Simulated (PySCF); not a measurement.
A GIAO shielding run with PySCF 2.14.0 with density-fitted response routines (density fitting, non-relativistic, gas phase) on `O=C(F)C1=CCCC1`, C6H7FO:

```
$ OMP_NUM_THREADS=1 python probes_run.py task.json out

{"job": {"kind": "nmr", "xc": "PBE0", "basis": "pcSseg-1"}, "charge": 0, "multiplicity": 1}
O      3.156179    -0.204326     0.021334
C      2.244481     0.545748    -0.089466
F      2.507412     1.875759    -0.323745
C      0.822313     0.284907    -0.021519
C     -0.165286     1.182862    -0.107973
C     -1.504234     0.545679     0.031892
C     -1.211864    -0.962562    -0.070736
C      0.295449    -1.108029     0.196815
H     -0.041269     2.244151    -0.239931
H     -2.201850     0.891944    -0.731402
H     -1.931313     0.811971     1.003406
H     -1.441972    -1.311346    -1.077339
H     -1.808422    -1.542598     0.629450
H      0.775187    -1.826743    -0.466150
H      0.500775    -1.419428     1.223451
```

Hardware: 1 thread of an Arm Neoverse V2, shared host. The job also computes population analyses, field gradients, ring-centre shieldings.

(1) How large is the calculation?

(2) How long does it take, and how much memory does it need?

Results:

(1) 60 electrons, 171 basis functions and 882 auxiliary functions.

(2) 25 s of wall time, with 15 SCF cycles and 5 response iterations; peak memory 0.76 GiB. Times on a shared host scatter by some tens of per cent.
